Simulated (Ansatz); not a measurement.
`C[SiH2][SiH2]S` + `N=C(N)S` → `CSC(=N)N` + `[SiH3][SiH2]S`  (substitution at a C–Si bond)

Isolated molecules relaxed with PBE0-D4/def2-TZVP in Ansatz; ΔE leaves out vibrations. CCSD(T)/CBS adds triple-zeta CCSD(T) − MP2 to the extrapolated MP2 energy (def2 sets, frozen cores). DFT in def2-TZVPP. B3LYP here is the variant with VWN-RPA as its local correlation; programs differ in this. Each species was taken in one conformer, which may not be the lowest.

```json
{"level": "PBE-D4", "ΔE (kcal/mol)": "10.9", "difference from CCSD(T)/CBS": "-0.2"}
{"level": "B3LYP-D4", "ΔE (kcal/mol)": "11.0", "difference from CCSD(T)/CBS": "-0.1"}
{"level": "ωB97X-V", "ΔE (kcal/mol)": "10.7", "difference from CCSD(T)/CBS": "-0.4"}
{"level": "B2PLYP", "ΔE (kcal/mol)": "11.0", "difference from CCSD(T)/CBS": "-0.1"}
{"level": "r2SCAN", "ΔE (kcal/mol)": "11.2", "difference from CCSD(T)/CBS": "0.1"}
{"level": "B3LYP", "ΔE (kcal/mol)": "10.9", "difference from CCSD(T)/CBS": "-0.2"}
{"level": "HF/def2-TZVPP", "ΔE (kcal/mol)": "10.7", "difference from CCSD(T)/CBS": "-0.4"}
{"level": "MP2/def2-TZVPP", "ΔE (kcal/mol)": "11.4", "difference from CCSD(T)/CBS": "0.3"}
{"level": "SCS-MP2/def2-TZVPP", "ΔE (kcal/mol)": "10.9", "difference from CCSD(T)/CBS": "-0.2"}
{"level": "CCSD/def2-TZVPP", "ΔE (kcal/mol)": "11.5", "difference from CCSD(T)/CBS": "0.4"}
{"level": "CCSD(T)/def2-TZVPP", "ΔE (kcal/mol)": "11.3", "difference from CCSD(T)/CBS": "0.2"}
{"level": "HF/def2-QZVPP", "ΔE (kcal/mol)": "10.7", "difference from CCSD(T)/CBS": "-0.4"}
{"level": "MP2/def2-QZVPP", "ΔE (kcal/mol)": "11.3", "difference from CCSD(T)/CBS": "0.2"}
{"level": "SCS-MP2/def2-QZVPP", "ΔE (kcal/mol)": "10.9", "difference from CCSD(T)/CBS": "-0.2"}
{"level": "MP2/CBS(def2)", "ΔE (kcal/mol)": "11.2", "difference from CCSD(T)/CBS": "0.1"}
{"level": "CCSD/CBS(def2)", "ΔE (kcal/mol)": "11.3", "difference from CCSD(T)/CBS": "0.2"}
{"level": "CCSD(T)/CBS", "ΔE (kcal/mol)": "11.1", "difference from CCSD(T)/CBS": "0"}
```

Largest T1 diagnostic among the species: 0.014.
